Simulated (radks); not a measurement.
Values are calculated unless marked as measured or tabulated.
All-electron atom: Cu2+ in [Ar] 3d9. Code: a radial shooting solver on a logarithmic mesh with Libxc functionals. Model: non-relativistic Kohn-Sham, SOGGA, spin-polarised, spherical densities, point nucleus; open shells are filled with parallel spins first.

Unscreened Slater integrals over Kohn-Sham orbitals (eV). They are taken over the spin-up orbitals. Empty in this configuration: 4s.

\begin{tabular}{lr}
integral & value \\ \hline
F0(3d,3d) & 27.847 \\
F2(3d,3d) & 12.696 \\
F4(3d,3d) & 7.8623 \\
F0(3d,3p) & 30.055 \\
F2(3d,3p) & 14.055 \\
G1(3d,3p) & 17.364 \\
G3(3d,3p) & 10.502 \\
F0(3d,3s) & 30.549 \\
G2(3d,3s) & 13.092 \\
F0(3d,4s) & 13.404 \\
G2(3d,4s) & 1.5794 \\
F0(3p,3p) & 32.847 \\
F2(3p,3p) & 16.384 \\
F0(3p,3s) & 33.415 \\
G1(3p,3s) & 22.089 \\
F0(3p,4s) & 13.679 \\
G1(3p,4s) & 0.84530 \\
F0(3s,3s) & 34.035 \\
F0(3s,4s) & 13.722 \\
G0(3s,4s) & 0.61278 \\
F0(4s,4s) & 10.645 \\
\end{tabular}

Derived for the open shells (J is the average intra-shell exchange parameter used in DFT+U). 3d: Racah B = F2/49 - 5 F4/441 = 0.1700 eV, C = 35 F4/441 = 0.6240 eV, C/B = 3.67, F4/F2 = 0.619, J = (F2 + F4)/14 = 1.468 eV.
